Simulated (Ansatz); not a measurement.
A series at Si: from `F[SiH2][Si](Cl)(Cl)Cl`, ligands are replaced one by one, each step taking up H₂ and setting free HCl; n counts the steps. Ansatz, PBE0-D4/def2-TZVP geometries. Each molecule was computed in one conformer, which needn't be the lowest.

```csv
n,molecule,"HOMO energy, ωB97M-V/def2-TZVPP (eV)"
0,`F[SiH2][Si](Cl)(Cl)Cl`,-10.62
1,`F[SiH2][SiH](Cl)Cl`,-10.38
2,`F[SiH2][SiH2]Cl`,-10.34
3,`F[SiH2][SiH3]`,?
```

**Question.** By hand: fit a straight line y = ȳ + b (n − n̄) to the 3 given rows and predict n = 3.

**Answer.** n̄ = 1.000, ȳ = -10.447; Σ(n − n̄)(y − ȳ) = 0.280, Σ(n − n̄)² = 2.000, so b = 0.140 eV a step. Prediction: -10.447 + (0.140) × (2.000) = -10.17 eV.

**Question.** By hand: compare with the computed value, -10.46 eV, and give the steps along the whole series.

**Answer.** The line misses by -0.29 eV (computed minus predicted). Steps: 0.24, 0.04, -0.12 eV.

The steps change sign along the series, so a line is a poor guide. The highest orbital can change its character along such a series. The miss is 103.6 % of the series' range.
